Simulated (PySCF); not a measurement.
A geometry optimisation, step by step.

FH7SeSi3.
Bonds: F1–Si2, Si2–Si3, Si3–Se4, Se4–Si5. Hydrogens: H6, H7 on Si2; H8, H9 on Si3; H10, H11, H12 on Si5.

Computed by this run: PBE0-D3(BJ)/def2-SVP geometry optimisation, gas phase in PySCF 2.14.0; density fitting, grid level 1; the optimiser is geomeTRIC in internal coordinates, started from a GFN2-xTB structure with every atom displaced at random (about 0.01 Å). 9 of its 16 geometries are shown. The frame can shift and turn from step to step; on so coarse a grid that alone can change the energy by a few meV, and forces under 0.02 eV/Å are noise.

Step 0: E = -91777.9359 eV, largest atomic force 1.785 eV/Å
```
atom  x, y, z in Å  |  force x, y, z in eV/Å
F1     -3.208   -0.648   -0.886   -0.999  -0.863  -0.210
Si2    -2.027    0.379   -0.529   -0.039  -0.062  -0.234
Si3    -0.705   -0.840    0.905    1.601   0.505   0.607
Se4     1.216    0.373    1.538   -0.671  -0.042   0.444
Si5     2.406    0.409   -0.384   -0.345   0.051   0.783
H6     -1.451    0.709   -1.835    0.606   0.219  -0.292
H7     -2.687    1.553    0.019   -0.032   0.662   0.487
H8     -0.137   -2.079    0.344   -0.178  -0.363  -0.379
H9     -1.274   -1.153    2.234   -0.365   0.016   0.093
H10     1.725    1.288   -1.316   -0.186   0.479  -0.741
H11     2.471   -0.949   -0.887    0.192  -0.743  -0.496
H12     3.711    0.932    0.038    0.416   0.141  -0.061
```

Step 2: E = -91778.2375 eV, largest atomic force 0.271 eV/Å
```
atom  x, y, z in Å  |  force x, y, z in eV/Å
F1     -3.197   -0.661   -0.951    0.044   0.128  -0.015
Si2    -1.978    0.347   -0.525   -0.145  -0.180  -0.029
Si3    -0.620   -0.846    0.955    0.247   0.035   0.106
Se4     1.168    0.447    1.619   -0.080   0.024  -0.026
Si5     2.286    0.418   -0.377   -0.011   0.000   0.020
H6     -1.235    0.726   -1.761    0.004   0.021   0.008
H7     -2.569    1.555    0.116    0.022   0.018   0.004
H8     -0.114   -2.102    0.320   -0.043  -0.017  -0.010
H9     -1.336   -1.171    2.224   -0.047  -0.016  -0.027
H10     1.594    1.246   -1.409    0.007  -0.005  -0.007
H11     2.411   -0.980   -0.885    0.001  -0.006  -0.002
H12     3.630    0.993   -0.086    0.001  -0.004  -0.023
```

Step 4: E = -91778.2490 eV, largest atomic force 0.154 eV/Å
```
atom  x, y, z in Å  |  force x, y, z in eV/Å
F1     -3.225   -0.608   -0.992   -0.013   0.003  -0.013
Si2    -1.984    0.337   -0.509    0.074   0.049   0.038
Si3    -0.591   -0.854    0.956   -0.132  -0.061  -0.051
Se4     1.125    0.527    1.594    0.007   0.054  -0.015
Si5     2.272    0.408   -0.384    0.026  -0.028  -0.040
H6     -1.227    0.771   -1.719   -0.010  -0.020  -0.005
H7     -2.543    1.538    0.178   -0.004  -0.023   0.007
H8     -0.072   -2.103    0.315    0.033   0.021   0.025
H9     -1.330   -1.205    2.206    0.031   0.000   0.009
H10     1.571    1.141   -1.480    0.000  -0.008   0.018
H11     2.444   -1.018   -0.796   -0.002   0.014   0.016
H12     3.599    1.039   -0.129   -0.012  -0.001   0.011
```

Step 6: E = -91778.2543 eV, largest atomic force 0.138 eV/Å
```
atom  x, y, z in Å  |  force x, y, z in eV/Å
F1     -3.258   -0.556   -1.018   -0.038  -0.053  -0.007
Si2    -2.006    0.347   -0.492    0.077   0.094   0.020
Si3    -0.591   -0.859    0.934   -0.129  -0.029  -0.038
Se4     1.064    0.612    1.538    0.024   0.021  -0.024
Si5     2.281    0.383   -0.390    0.003  -0.014   0.019
H6     -1.253    0.830   -1.687    0.007  -0.018   0.007
H7     -2.555    1.518    0.252   -0.001  -0.013   0.008
H8     -0.017   -2.081    0.291    0.029   0.012   0.003
H9     -1.303   -1.242    2.189    0.029   0.001   0.012
H10     1.584    0.993   -1.559   -0.005  -0.005  -0.005
H11     2.524   -1.063   -0.671    0.008  -0.002  -0.001
H12     3.570    1.090   -0.147   -0.003   0.006   0.005
```

Step 8: E = -91778.2590 eV, largest atomic force 0.041 eV/Å
```
atom  x, y, z in Å  |  force x, y, z in eV/Å
F1     -3.292   -0.505   -1.020    0.011   0.009   0.005
Si2    -2.036    0.381   -0.469   -0.029  -0.015  -0.008
Si3    -0.608   -0.860    0.902    0.029   0.024   0.015
Se4     1.019    0.663    1.478    0.006  -0.017   0.019
Si5     2.300    0.343   -0.391   -0.008   0.003   0.007
H6     -1.282    0.898   -1.648    0.004   0.006   0.000
H7     -2.580    1.517    0.328   -0.002   0.009  -0.006
H8      0.013   -2.043    0.232   -0.012  -0.003  -0.015
H9     -1.268   -1.282    2.172   -0.003  -0.008  -0.003
H10     1.590    0.786   -1.627   -0.007  -0.010  -0.006
H11     2.662   -1.098   -0.530    0.008  -0.002  -0.001
H12     3.522    1.171   -0.186    0.002   0.003  -0.007
```

Step 9: E = -91778.2604 eV, largest atomic force 0.078 eV/Å
```
atom  x, y, z in Å  |  force x, y, z in eV/Å
F1     -3.298   -0.483   -1.020    0.022   0.025   0.009
Si2    -2.042    0.398   -0.460   -0.048  -0.044  -0.013
Si3    -0.613   -0.858    0.893    0.065   0.037   0.021
Se4     1.014    0.668    1.468   -0.003  -0.021   0.027
Si5     2.304    0.327   -0.390   -0.004   0.004  -0.005
H6     -1.285    0.925   -1.633    0.001   0.011  -0.001
H7     -2.586    1.526    0.349   -0.001   0.013  -0.007
H8      0.014   -2.029    0.206   -0.020  -0.007  -0.016
H9     -1.258   -1.299    2.164   -0.012  -0.009  -0.007
H10     1.576    0.699   -1.639   -0.007  -0.011   0.001
H11     2.717   -1.105   -0.481    0.007   0.001   0.002
H12     3.496    1.204   -0.216    0.001   0.001  -0.010
```

Step 11: E = -91778.2631 eV, largest atomic force 0.147 eV/Å
```
atom  x, y, z in Å  |  force x, y, z in eV/Å
F1     -3.312   -0.403   -1.019    0.041   0.053   0.017
Si2    -2.055    0.460   -0.428   -0.073  -0.105  -0.024
Si3    -0.621   -0.851    0.865    0.132   0.059   0.025
Se4     1.008    0.674    1.448   -0.038  -0.031   0.039
Si5     2.310    0.266   -0.385    0.017   0.005  -0.038
H6     -1.289    1.019   -1.579   -0.008   0.020  -0.004
H7     -2.600    1.560    0.417    0.006   0.017  -0.004
H8      0.012   -1.978    0.113   -0.033  -0.015  -0.006
H9     -1.225   -1.357    2.131   -0.034  -0.010  -0.017
H10     1.519    0.377   -1.648   -0.007   0.009   0.022
H11     2.909   -1.099   -0.317   -0.002   0.007   0.007
H12     3.381    1.303   -0.357    0.000  -0.009  -0.018
```

Step 13: E = -91778.2654 eV, largest atomic force 0.028 eV/Å
```
atom  x, y, z in Å  |  force x, y, z in eV/Å
F1     -3.291   -0.405   -1.014    0.005   0.012   0.005
Si2    -2.035    0.459   -0.430   -0.004  -0.022  -0.001
Si3    -0.608   -0.850    0.878    0.024   0.014  -0.006
Se4     1.041    0.636    1.489   -0.007  -0.007   0.000
Si5     2.298    0.272   -0.388    0.008  -0.007  -0.017
H6     -1.269    1.012   -1.584   -0.011   0.007  -0.001
H7     -2.580    1.574    0.398    0.003  -0.001   0.007
H8     -0.007   -1.992    0.122    0.000  -0.004   0.006
H9     -1.243   -1.353    2.131   -0.011   0.000  -0.005
H10     1.465    0.412   -1.620   -0.002   0.002   0.008
H11     2.894   -1.097   -0.365   -0.001   0.006   0.004
H12     3.373    1.304   -0.376   -0.003  -0.001   0.000
```

Step 15: E = -91778.2661 eV, largest atomic force 0.022 eV/Å
```
atom  x, y, z in Å  |  force x, y, z in eV/Å
F1     -3.304   -0.393   -0.993   -0.008  -0.008   0.001
Si2    -2.040    0.465   -0.418    0.013   0.017  -0.002
Si3    -0.598   -0.850    0.869   -0.018  -0.011  -0.007
Se4     1.049    0.632    1.484    0.008   0.002  -0.002
Si5     2.303    0.265   -0.395   -0.004   0.002   0.005
H6     -1.295    1.034   -1.579   -0.003  -0.001   0.001
H7     -2.574    1.571    0.428    0.002  -0.003   0.007
H8     -0.003   -1.991    0.108    0.007   0.001   0.003
H9     -1.239   -1.359    2.117    0.002   0.001   0.002
H10     1.455    0.366   -1.619   -0.001   0.000  -0.004
H11     2.931   -1.088   -0.351    0.000  -0.001  -0.004
H12     3.355    1.321   -0.409    0.001   0.001   0.000
```

Problem. Summarise the path.

Solution. The energy falls by 31.86 kJ/mol from step 0 to step 15; nine tenths of that is first reached at step 2. It rises by more than 0.2 meV at steps 5 and 10. The largest force goes from 1.785 to 0.022 eV/Å. Among the bonds Si3–Se4 changes most, from 2.359 to 2.299 Å; the atoms move by 0.476 Å rms after alignment.

The cost below is that of the whole optimisation. Time: 3.8 min wall; peak memory 0.52 GiB. Hardware: one thread, Arm Neoverse N1 (aarch64), no GPU (shared host).
